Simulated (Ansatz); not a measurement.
Molecule: C$_{5}$H$_{6}$N, net charge 0, doublet state. It need not be the lowest isomer of its formula. 
Coordinates optimised at B3LYP-D3(BJ)/def2-TZVP (Ansatz, a first-principles code):
SMILES: Cc1cc[c][nH]1
```xyz
12

C      1.6351    -0.2102    -0.0469
C      1.2737     0.8997    -0.7448
C     -0.1562     0.9556    -0.6187
C     -0.5813    -0.1084     0.1386
N      0.5520    -0.8285     0.4887
C     -1.9419    -0.5270     0.5730
H      1.9117     1.5847    -1.2740
H     -0.7958     1.7103    -1.0482
H      0.5660    -1.6648     1.0442
H     -2.2056    -1.5207     0.1990
H     -2.6787     0.1772     0.1881
H     -2.0383    -0.5459     1.6626
```
Charge 0, spin multiplicity 2.

Wanted: atomisation energy (electronic, to ground-state atoms), in kcal/mol. Cores are frozen in the correlated levels unless marked. Open shells are spin-unrestricted. Spin-orbit coupling is left out. Non-relativistic. The coupled-cluster limit lacks core correlation, which all-electron functionals hold. CBS marks a two-point X^-3 extrapolation of the correlation energy; Hartree-Fock from the larger set. [CCSD(T)-MP2]/basis is that difference in the basis named.

The UHF reference is spin-contaminated (<S^2> 0.21 over the pure value in the largest basis). 

```
level                                                     program  atomisation energy (kcal/mol)
-------------------------------------------------  --------------  -----------------------------
PBE-D4/def2-TZVPD                                  Ansatz + dftd4                              ?
r2SCAN-D4/def2-TZVPD                               Ansatz + dftd4                              ?
PBE0/STO-3G                                                Ansatz                         1433.1
PBE0-D4/def2-TZVP                                  Ansatz + dftd4                              ?
CAM-B3LYP-D3(BJ)/def2-TZVPD                        Ansatz + dftd3                              ?
SCS-MP2/6-31G                                              Ansatz                         1060.1
SCS-MP2/cc-pVTZ                                            Ansatz                         1214.0
RI-MP2/CBS(cc-pVTZ,cc-pVQZ)+[CCSD(T)-MP2]/cc-pVTZ          Ansatz                         1238.5
```

Question: Fill in the missing entries.

Answer: 
- PBE-D4/def2-TZVPD, atomisation energy (kcal/mol): 1295.8
- r2SCAN-D4/def2-TZVPD, atomisation energy (kcal/mol): 1254.1
- PBE0-D4/def2-TZVP, atomisation energy (kcal/mol): 1266.4
- CAM-B3LYP-D3(BJ)/def2-TZVPD, atomisation energy (kcal/mol): 1250.9
